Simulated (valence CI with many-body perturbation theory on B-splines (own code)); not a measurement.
**Br¹⁹⁺: one-electron terms**

Calculated by configuration interaction combined with many-body perturbation theory (CI+MBPT): six valence electrons over a frozen Dirac-Fock core [Ne], a basis of 9 s, 9 p, 8 d, 6 f, 3 g, 1 h functions for each j, with the one-electron correlation potential Σ1, the two-electron term Σ2, the three-electron term Σ3, Breit, model QED; selected CI, second order for the rest, scaled by the run's own slope (own B-spline code, finite nucleus).

No measured spectrum was set against this ion. As an estimate, levels of excited configurations hold to 0.05 to 0.15 % of their energy, terms of the ground configuration to about 0.5 %. Among the levels kept, up to 1500 cm⁻¹ of a level comes from second order outside the variational space, and about a tenth of that is noise between levels of different J, which matters for small intervals.

These are the spectroscopic orbitals of the CI (the correlating ones are not listed), shaped by the core and the other valence electrons. h is the expectation value of the core's Dirac-Fock operator, without the valence repulsion; Σ1 is computed up to l = 3 at one energy for each symmetry, that of its lowest orbital but kept below the first core excitation, so for empty shells it is not the orbital's own correlation shift; Breit and QED include the response of the core.

| Orbital | h (hartree) | Σ1 (cm⁻¹) | Breit (cm⁻¹) | QED (cm⁻¹) | ⟨r⟩ (bohr) |
| --- | --- | --- | --- | --- | --- |
| 3s1/2 | -41.013 | -5476 | 2761 | 1914 | 0.4825 |
| 4s1/2 | -21.864 | -1643 | 977 | 692 | 0.9359 |
| 5s1/2 | -13.544 | -713 | 446 | 319 | 1.546 |
| 6s1/2 | -9.2128 | -379 | 243 | 175 | 2.302 |
| 3p1/2 | -38.989 | -6581 | 4418 | -121 | 0.4710 |
| 4p1/2 | -21.014 | -1981 | 1593 | -42.3 | 0.9421 |
| 5p1/2 | -13.118 | -875 | 747 | -19.6 | 1.567 |
| 6p1/2 | -8.9698 | -470 | 412 | -10.8 | 2.339 |
| 3p3/2 | -38.563 | -6340 | 2745 | 49.5 | 0.4771 |
| 4p3/2 | -20.845 | -1930 | 977 | 19.1 | 0.9504 |
| 5p3/2 | -13.035 | -856 | 467 | 9.2 | 1.578 |
| 6p3/2 | -8.9227 | -461 | 257 | 5.1 | 2.352 |
| 3d3/2 | -35.874 | -7484 | 1776 | -83.2 | 0.4285 |
| 4d3/2 | -19.77 | -1931 | 606 | -27.7 | 0.9333 |
| 5d3/2 | -12.512 | -847 | 288 | -13.1 | 1.582 |
| 3d5/2 | -35.791 | -7298 | 769 | -36.3 | 0.4302 |
| 4d5/2 | -19.735 | -1882 | 261 | -10.5 | 0.9353 |
| 5d5/2 | -12.494 | -825 | 125 | -4.7 | 1.584 |
| 4f5/2 | -19.137 | -1167 | 29.3 | -5.4 | 0.8504 |
| 5f5/2 | -12.193 | -598 | 20.8 | -3.1 | 1.518 |
| 4f7/2 | -19.124 | -1156 | 2.9 | 0.8 | 0.8512 |
| 5f7/2 | -12.187 | -591 | 2.1 | 0.1 | 1.518 |
| 5g7/2 | -12.043 |  | 0.3 | -0.9 | 1.364 |
| 5g9/2 | -12.04 |  | 0.0 | 0.7 | 1.364 |

Among the shells of the start configuration 3s2 3p4, Σ1 is largest in size for 3p1/2, where it is 0.077 % of h.

Lowest root of each symmetry, sizes in configuration state functions:

| J | Parity | Roots | Reference | Variational | Second order | Change by selected CI (cm⁻¹) | Change by second order (cm⁻¹) |
| --- | --- | --- | --- | --- | --- | --- | --- |
| 0 | even | 3 | 19 | 56883 | 521162 | -23680 | -31 |
| 1 | even | 2 | 32 | 55382 | 1724272 | -23671 | -183 |
| 2 | even | 3 | 47 | 53991 | 2821922 | -23801 | -243 |
| 0 | odd | 5 | 32 | 59924 | 985093 | -18737 | -50 |
| 1 | odd | 9 | 84 | 59862 | 2638813 | -18844 | -407 |
| 2 | odd | 10 | 106 | 58035 | 4533792 | -17703 | -1025 |
| 3 | odd | 9 | 98 | 56298 | 5064236 | -22349 | -1207 |
| 4 | odd | 5 | 69 | 54868 | 5128395 | -22305 | -1034 |
| 5 | odd | 1 | 38 | 57426 | 2591724 | -27976 | -695 |
